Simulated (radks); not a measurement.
Effect of the nuclear size on neutral phosphorus, [Ne] 3s2 3p3. Calculated with a radial shooting solver on a logarithmic mesh with Libxc functionals: Dirac Kohn-Sham, exchange-only LDA, spin-unpolarised, spherical densities, finite nucleus; open shells fill j = l - 1/2 first; Fermi nuclear charge, rms radius 3.1889 fm. The rms radius is varied about that value; shifts are against it.

rms radius (fm)  total energy shift (eV)  density at nucleus (e/bohr^3)  1s1/2 shift (meV)
2.8158                          -0.00162                           2371             -0.677
3.0582                         -0.000588                           2368             -0.247
3.1889                                 0                           2367              0.000
3.3994                          0.000998                           2364              0.418
3.5492                           0.00175                           2363              0.732

Slopes of the eigenvalues against <r^2> in GHz/fm^2, as finite differences over the two radii next to the reference (eigenvalue slopes, not the field-shift constants of lines): 1s1/2 73.0.
